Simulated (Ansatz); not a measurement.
C₂H₅BClFSi, SMILES `FC1([SiH2]Cl)BC1`. The species carries charge 0 and has multiplicity 1. All single points use the PBE0-D4/def2-TZVP geometry. It is one conformer, not always the lowest.

```xyz
11

F     0.033    1.980    0.122
C     0.179    0.607    0.035
Si   -0.920   -0.347    1.193
Cl   -2.847   -0.455    0.485
B     1.523   -0.028   -0.339
C     0.380   -0.039   -1.338
H    -0.404   -1.735    1.288
H    -0.946    0.313    2.516
H     2.686   -0.118   -0.150
H     0.635    0.633   -2.164
H    -0.318   -0.810   -1.648
```

**Question.** What is the dipole moment at r2SCAN/def2-TZVPP? (Best estimate.)

**Answer.** Computed: 1.97 D, with components (1.50, -1.19, -0.50) D in this frame, pointing from negative to positive charge.

**Question.** And with PBE, B3LYP, ωB97M-V? (An estimate is asked.)

**Answer.** The calculation gave: PBE 1.83 D, B3LYP 2.06 D, ωB97M-V 2.07 D.

**Question.** Give the Mulliken charges with r2SCAN, PBE, B3LYP in def2-TZVPP. (Best estimate.)

**Answer.** Computed: 
| atom | r2SCAN | PBE | B3LYP |
| --- | --- | --- | --- |
| F1 | -0.23 | -0.19 | -0.23 |
| C2 | 0.15 | 0.18 | 0.18 |
| Si3 | 0.43 | 0.32 | 0.40 |
| Cl4 | -0.25 | -0.22 | -0.25 |
| B5 | -0.02 | -0.08 | -0.06 |
| C6 | -0.18 | -0.18 | -0.22 |
| H7 | -0.07 | -0.05 | -0.07 |
| H8 | -0.06 | -0.04 | -0.05 |
| H9 | 0.06 | 0.06 | 0.08 |
| H10 | 0.09 | 0.10 | 0.11 |
| H11 | 0.09 | 0.11 | 0.12 |

B3LYP here is the variant with VWN-RPA as its local correlation; programs differ in this.
